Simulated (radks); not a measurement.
All-electron atom: the ytterbium ion Yb3+ in [Xe] 4f11.5 5d1.5 (fractional occupations, a model configuration). All-electron calculation, Dirac Kohn-Sham, BLYP, spin-unpolarised, spherical densities, finite nucleus; open shells are shared between the two j in proportion to 2j + 1; Fermi nuclear charge, rms radius 5.3108 fm. Program: a radial shooting solver on a logarithmic mesh with Libxc functionals.

X-ray form factor f0, the Fourier transform of the density (f0(0) = 67):

sin(theta)/lambda (1/angstrom)  f0 (electrons)
0.05                                    66.354
0.1                                     64.533
0.15                                    61.836
0.2                                     58.622
0.25                                    55.204
0.3                                     51.807
0.4                                     45.558
0.5                                     40.261
0.6                                     35.816
0.8                                     28.768
1                                       23.588
1.25                                    19.254
1.5                                     16.560
2                                       13.069
